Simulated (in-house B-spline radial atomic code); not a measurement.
Co II (Co+) is squeezed into an impenetrable sphere of radius R (the orbitals vanish at R). No spin polarisation. Caution: exact exchange at fractional occupations of open shells leaves self-interaction of up to several eV. Level of theory: non-relativistic B3LYP, spherical fractional occupations, point nucleus; calculated with a B-spline radial code for spherical atoms.

Energies in eV above the free ion in [Ar] 3d8:

| R (bohr) | highest level (eV) | [Ar] 3d8 | [Ne] 3s2 3p5 3d9 | -dE/dV in [Ar] 3d8 (GPa) |
| --- | --- | --- | --- | --- |
| 9.7 | -13.6 | 7.271e-05 | 58.17 | 0.000119 |
| 6.9 | -13.5 | 0.01014 | 58.18 | 0.0317 |
| 4.79 | -12.9 | 0.3733 | 58.5 | 2.38 |
| 4.38 | -12.5 | 0.7511 | 58.86 | 5.76 |
| 3.71 | -11 | 2.395 | 60.47 | 26.3 |
| 3.21 | -8.59 | 5.869 | 64 | 90 |
| 2.56 | -1.48 | 20.77 | 79.57 | 570 |
| 2.2 | 7.22 | 46.15 | 106.2 | 1940 |
| 1.78 | 29.3 | 136.4 | 199.7 | 10500 |
| 1.26 | 114 | 703.1 | 771.8 | 133000 |

Question: Does [Ne] 3s2 3p5 3d9 fall below [Ar] 3d8 under compression?

Answer: No, it stays above over the whole range.

The highest level is first positive in the row R = 2.2 bohr, pushed up by confinement above the zero of the free ion's potential. Each configuration is held fixed and needn't be the lowest in the sphere.
